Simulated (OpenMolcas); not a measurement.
Mo2+: moving or changing the point charges

Mo2+ among 2 point charges of -3 e arranged as a linear pair (D∞h), 1.99 Å from the ion. The active orbitals were held to one l.

```json
{
  "Program": "OpenMolcas",
  "Method": "CASSCF",
  "Basis": "ANO-RCC-VDZP [6s5p3d1f]",
  "Scalar Hamiltonian": "DKH2, point nucleus",
  "Active space": "4 electrons in 5 orbitals (4d)",
  "State averaging": "2S+1 = 5 even, 5 roots; 2S+1 = 3 even, 45 roots; 2S+1 = 1 even, 50 roots",
  "Spin-orbit coupling": "RASSI with atomic mean-field integrals over the reference wave functions"
}
```

Runs around this geometry, states (labels by Λ). Energies in cm-1 above the lowest state or level, χT in cm3 K/mol.

```tsv
R (Å)	q (e)	Ground state	First state of that spin	First gap with spin-orbit (degeneracies)	χT at 300 K	First state of another spin
1.99	-2.4	5Σ	5Π 19136	18.1 (2, 2)	2.869	3Φ 3988
1.87	-3	1Σ	1Φ 16152	9087 (1, 2)	0.027	3Φ 9593
1.99	-3	1Σ	1Φ 12021	4586 (1, 2)	0.037	3Φ 5126
```

Taking the first state of the same spin as R^-n, n = -ln(12021 / 16152) / ln(1.99 / 1.87) = 4.7 between the shortest and longest distance.

The ground state changes within this set.

Without dynamic correlation the repulsion within the d shell is too large (B by tens of per cent), so at a given field states of lower spin stand too high. This shell can be high or low spin here, a state of another spin lies low, and with metal d orbitals alone active their balance is uncertain, so the ground spin may be wrong (holds for R = 1.99, q = -2.4). Point charges give a weaker field than real ligands, and real ions of this kind are as a rule low spin; the high spin found here belongs to the model (holds for R = 1.99, q = -2.4). This shell can be high or low spin here, a state of another spin lies low, and with metal d orbitals alone active their balance is uncertain, so the ground spin may be wrong, although the usual error favours high spin (holds for R = 1.99, q = -3). Point charges carry no covalency, so the field is a model and not that of real ligands. No measured value stands beside these numbers.
